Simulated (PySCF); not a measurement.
Compound: C6H12BNO.
SMILES with atom numbers: `[CH3:1][C:2](=[O:3])[NH:4][B:5]1[CH2:6][CH2:7][CH2:8][CH2:9]1` (hydrogens: H10, H11, H12 on C1; H13 on N4; H14, H15 on C6; H16, H17 on C7; H18, H19 on C8; H20, H21 on C9)

Cartesian coordinates in Å at the PBE0-D3(BJ)/def2-SVP level; atoms count from 1:
```xyz
21
C6H12BNO angstrom
C      3.6235    0.4184   -0.0083
C      2.1617    0.7715   -0.1617
O      1.7893    1.8494   -0.5555
N      1.2812   -0.2422    0.2062
B     -0.1454   -0.2052    0.1582
C     -1.0702   -1.4135    0.5917
C     -2.4546   -0.7562    0.7076
C     -2.4651    0.3551   -0.3485
C     -1.0646    0.9849   -0.3018
H      3.8615   -0.5282   -0.5172
H      3.8729    0.2967    1.0580
H      4.2321    1.2270   -0.4280
H      1.7277   -1.0885    0.5423
H     -1.0681   -2.1330   -0.2523
H     -0.7595   -1.9857    1.4810
H     -3.2917   -1.4633    0.5917
H     -2.5607   -0.3058    1.7106
H     -2.6313   -0.0940   -1.3440
H     -3.2827    1.0771   -0.1929
H     -0.7441    1.5028   -1.2172
H     -1.0009    1.7535    0.4939
```

All values: PBE0/pcSseg-1 (PySCF, non-relativistic), on one gas-phase PBE0-D3(BJ)/def2-SVP geometry that isn't relaxed in the solvent. The solvent is an IEF-PCM continuum (van der Waals radii × 1.2). The model holds no explicit solvent molecules, cavitation or dispersion.

| run | E − E(gas) (kJ/mol) | HOMO (eV) | HOMO–LUMO gap (eV) | dipole (D) |
| --- | --- | --- | --- | --- |
| gas | 0.00 | -7.53 | 7.06 | 3.50 |
| P | -29.45 | -7.65 | 7.21 | 4.86 |
| Q | -12.45 | -7.56 | 7.12 | 4.03 |

Problem. The runs were made in benzene and water. Which run belongs to which solvent?

Solution. P = water, Q = benzene. The dielectric constants are 2.271 (benzene), 78.36 (water), and the energy falls further as ε rises. In this model the ground state sees the solvent through ε alone.

Problem. How constant is the ratio of the lowering to (ε − 1)/(2ε + 1)?

Solution. 
```tsv
solvent	(ε − 1)/(2ε + 1)	E − E(gas) (kJ/mol)	ratio (kJ/mol)	polarisation term (kJ/mol)
benzene	0.229	-12.45	-54.3	-13.61
water	0.490	-29.45	-60.0	-36.63
```

The ratio changes by +10.6 % in size from benzene to water. The polarisation term is half the interaction of the solute with the induced surface charges.
